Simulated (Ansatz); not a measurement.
Isolated molecules relaxed with PBE0-D4/def2-TZVP in Ansatz; ΔE leaves out vibrations. CBS: MP2 limit from def2 TZ/QZ plus the TZ coupled-cluster correction, frozen cores. This one scheme is used for every species. Functionals use def2-TZVPP. B3LYP here is the variant with VWN-RPA as its local correlation; programs differ in this. HSE06 is defined as in plane-wave codes. For Se outer-core shells are correlated without core-valence functions, which leaves a few kJ/mol of doubt a bond. Scalar relativity is left out up to krypton. One conformer a species, not always the lowest.

`FB(F)[SeH]` + `C[SiH2][SiH2]Cl` → `FB(Cl)[SeH]` + `C[SiH2][SiH2]F`  (redistribution)

`FB(F)[SeH]`:

```xyz
5

F    -1.780   -0.373    0.323
B    -0.513   -0.300   -0.029
F    -0.019   -1.254   -0.791
Se    0.551    1.200    0.589
H     1.762    0.727   -0.092
```

`C[SiH2][SiH2]Cl`:

Z-matrix (Å, degrees):
```
C
Si 1 1.873
H 1 1.092 2 110.9
H 1 1.092 2 110.3 3 -119.8
H 1 1.092 2 110.7 3 120.2
Si 2 2.339 1 110.4 3 62.3
H 2 1.491 1 111.2 3 -57.9
H 2 1.489 1 110.9 3 -178.1
Cl 6 2.071 2 107.9 1 53.6
H 6 1.485 2 113.2 1 172.5
H 6 1.487 2 112.4 1 -64.1
```

`FB(Cl)[SeH]`:

Z-matrix (Å, degrees):
```
B
F 1 1.317
Se 1 1.936 2 117.5
Cl 1 1.748 2 118.6 3 180.0
H 3 1.466 1 94.2 2 180.0
```

`C[SiH2][SiH2]F`:

```xyz
11

C     0.433    0.931   -1.408
Si   -0.759   -0.118   -0.413
Si    0.161   -0.759    1.645
F     1.530   -1.570    1.395
H     1.354    0.379   -1.611
H    -0.010    1.218   -2.364
H     0.696    1.842   -0.866
H    -1.144   -1.341   -1.172
H    -2.008    0.640   -0.111
H     0.498    0.421    2.487
H    -0.750   -1.645    2.419
```

| level | ΔE (kJ/mol) | difference from CCSD(T)/CBS |
| --- | --- | --- |
| LDA (SPW92) | 34.4 | 3.3 |
| PBE-D4 | 32.5 | 1.4 |
| revPBE-D4 | 32.2 | 1.1 |
| BLYP-D4 | 29.9 | -1.2 |
| r2SCAN-D4 | 33.0 | 1.9 |
| PBE0-D4 | 36.0 | 4.9 |
| B3LYP-D4 | 32.8 | 1.7 |
| r2SCANh-D4 | 34.3 | 3.2 |
| r2SCAN0-D4 | 36.1 | 5.0 |
| HSE06-D4 | 36.2 | 5.1 |
| BHLYP-D4 | 36.0 | 4.9 |
| CAM-B3LYP-D4 | 33.1 | 2.0 |
| ωB97X-V | 33.1 | 2.0 |
| ωB97M-V | 34.6 | 3.5 |
| B2PLYP | 30.7 | -0.4 |
| PBE-QIDH | 34.6 | 3.5 |
| PBE | 31.4 | 0.3 |
| revPBE | 30.7 | -0.4 |
| BLYP | 28.1 | -3.0 |
| r2SCAN | 32.6 | 1.5 |
| PBE0 | 34.9 | 3.8 |
| B3LYP | 31.1 | 0.0 |
| r2SCANh | 33.9 | 2.8 |
| r2SCAN0 | 35.6 | 4.5 |
| HSE06 | 35.2 | 4.1 |
| BHLYP | 34.3 | 3.2 |
| CAM-B3LYP | 31.9 | 0.8 |
| RPA@PBE/def2-TZVPP | 28.7 | -2.4 |
| CCSD/def2-SVP | 42.6 | 11.5 |
| CCSD(T)/def2-SVP | 41.7 | 10.6 |
| MP2/def2-TZVPP | 30.2 | -0.9 |
| SCS-MP2/def2-TZVPP | 29.5 | -1.6 |
| CCSD/def2-TZVPP | 33.4 | 2.3 |
| CCSD(T)/def2-TZVPP | 32.2 | 1.1 |
| HF/def2-QZVPP | 37.9 | 6.8 |
| MP2/def2-QZVPP | 29.2 | -1.9 |
| SCS-MP2/def2-QZVPP | 28.8 | -2.3 |
| HF/CBS(def2) | 37.7 | 6.6 |
| MP2/CBS(def2) | 29.1 | -2.0 |
| CCSD/CBS(def2) | 32.3 | 1.2 |
| CCSD(T)/CBS | 31.1 | 0 |

Largest T1 diagnostic among the species: 0.012.

From BLYP to BHLYP (50 % exact exchange), in def2-TZVPP and without D4, ΔE moves by +6.3 kJ/mol. In def2-TZVPP, CCSD(T) changes the Hartree–Fock value by −6.8 kJ/mol (the triples alone add −1.2 kJ/mol) and MP2 by −8.8 kJ/mol. Leaving LDA and LC-ωPBE aside and taking each functional with its dispersion term where it has one, the values spread over 6.3 kJ/mol, from BLYP-D4 to HSE06-D4.
